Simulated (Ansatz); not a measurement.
Isolated molecules relaxed with PBE0-D4/def2-TZVP in Ansatz; ΔE leaves out vibrations. CCSD(T)/CBS adds triple-zeta CCSD(T) − MP2 to the extrapolated MP2 energy (def2 sets, frozen cores). DFT in def2-TZVPP. B3LYP here is the variant with VWN-RPA as its local correlation; programs differ in this. For Ge outer-core shells are correlated without core-valence functions, which leaves a few kJ/mol of doubt a bond. Scalar relativity is left out up to krypton. One conformer a species, not always the lowest.

`F[Si]([SiH3])(Cl)Cl` + `F[SiH2][GeH3]` → `F[SiH2][GeH2][SiH3]` + `F[SiH](Cl)Cl`  (formal exchange of groups at the Si–Si bond)

```json
{"level": "PBE", "ΔE (kJ/mol)": "-18.7"}
{"level": "B3LYP", "ΔE (kJ/mol)": "-22.5"}
{"level": "SCS-MP2/def2-QZVPP", "ΔE (kJ/mol)": "-27.7"}
{"level": "MP2/CBS(def2)", "ΔE (kJ/mol)": "-29.4"}
```

(1) What does CCSD(T)/CBS give? (Estimate.)

Largest T1 diagnostic among the species: 0.012.

## Answers

(1) Ansatz gave: -26.0 kJ/mol. The listed levels differ from it by 7.3, 3.5, -1.7, -3.4 kJ/mol.
